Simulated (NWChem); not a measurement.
A series in which one site is exchanged, each optimised at PBE0/def2-SVP with NWChem, gas phase unless a solvent is named. All stand in one matching conformer (torsions within 35°), which need not be the lowest. 

A: [OH][Al]([OH])[F] (AlH$_{2}$O$_{2}$F; site = Al)
B: [Sc]([OH])([F])[OH] (ScH2O2F; site = Sc)
C: OB(O)F (BH2O2F; site = B)
D: [OH][Ga]([F])[OH] (GaH2O2F; site = Ga)

**Question.** Rank them by static polarisability, PBE0/def2-SVPD (bohr³), lowest first.

**Answer.** C (23.5), A (30.1), D (33.4), B (38.6)
